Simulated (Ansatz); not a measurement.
Reaction (cleavage of the Ge–Si bond): `F[Si](F)(F)[GeH3]` + H₂S → `[SH][GeH3]` + `F[SiH](F)F`

Isolated molecules relaxed with PBE0-D4/def2-TZVP in Ansatz; ΔE leaves out vibrations. CCSD(T)/CBS is the MP2 limit (def2-TZVPP, def2-QZVPP) plus CCSD(T) − MP2 in def2-TZVPP, frozen cores. This one scheme is used for every species. Functionals use def2-TZVPP. For Ge outer-core shells are correlated without core-valence functions, which leaves a few kJ/mol of doubt a bond. Scalar relativity is left out up to krypton.

**Question.** Is it downhill or uphill in electronic energy at CCSD(T)/CBS, and by how much? (Estimate.)

**Answer.** Ansatz gave: Downhill: ΔE = -0.39 eV.

**Question.** What do these levels give: PBE0-D4, r2SCANh-D4, revPBE, r2SCAN0, CAM-B3LYP, HF/def2-QZVPP? (An estimate is asked.)

**Answer.** Ansatz gave: PBE0-D4 -0.33, r2SCANh-D4 -0.38, revPBE -0.31, r2SCAN0 -0.40, CAM-B3LYP -0.37, HF/def2-QZVPP -0.56 eV.

Largest T1 diagnostic among the species: 0.012.

In def2-TZVPP, CCSD(T) changes the Hartree–Fock value by +0.16 eV (the triples alone add +0.01 eV) and MP2 by +0.08 eV. From r2SCAN to r2SCAN0 (25 % exact exchange), in def2-TZVPP and without D4, ΔE moves by −0.03 eV. Leaving LDA and LC-ωPBE aside and taking each functional with its dispersion term where it has one, the values, not all of them listed here, spread over 0.15 eV, from PBE-QIDH to PBE-D4. LDA lies +0.05 eV from PBE without D4.
